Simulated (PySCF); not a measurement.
# ZrSi: energy against distance

Set-up: PySCF, spin-free X2C with a Gaussian nucleus, basis sets Zr x2c-TZVPPall, Si x2c-TZVPPall. Energies in eV from Zr (4d2 5s2) + Si in their ground configurations at the same level. State: ⁵Δ (quintet), unpaired electrons σ ↑, π ↑↑, δ ↑.

```
R (Å)  UHF-CCSD(T)  UHF-CCSD
2.270       -1.985    -1.760
2.371       -2.327    -2.087
2.446       -2.460    -2.209
2.522       -2.513    -2.250
2.598       -2.502    -2.229
2.699       -2.416    -2.131
2.825       -2.228    -1.937
2.976       -1.937    -1.650
```

Task: Put a parabola through the three lowest points of the UHF-CCSD(T) curve and estimate Re, k and ωe (reduced mass 21.34 u; 1 eV/Å² = 0.16022 mdyn/Å; ωe = 1302.8·√(k/μ) cm⁻¹).

Result: Through R = 2.446, 2.522, 2.598 Å the second-order coefficient is 5.54 eV/Å², so Re ≈ 2.547 Å, k ≈ 1.78 mdyn/Å and ωe ≈ 376 cm⁻¹. A polynomial fit of higher order to the unrounded UHF-CCSD(T) energies gives Re = 2.545 Å, k = 1.61 mdyn/Å, ωe = 358 cm⁻¹; anharmonicity and rounding make the difference.

The higher-order fit for each curve: UHF-CCSD(T): Re = 2.545 Å, ωe = 358 cm⁻¹, De = 2.52 eV; UHF-CCSD: Re = 2.531 Å, ωe = 364 cm⁻¹, De = 2.25 eV.

Correlated steps freeze 19 core orbitals. These are scalar-relativistic numbers at best; spin–orbit coupling would shift them, the dissociation energy most. The CCSD T1 diagnostic is raised, a sign that a single reference may not be enough here. With d or f electrons several states lie close, and the lowest PBE0 determinant need not be the measured ground state.
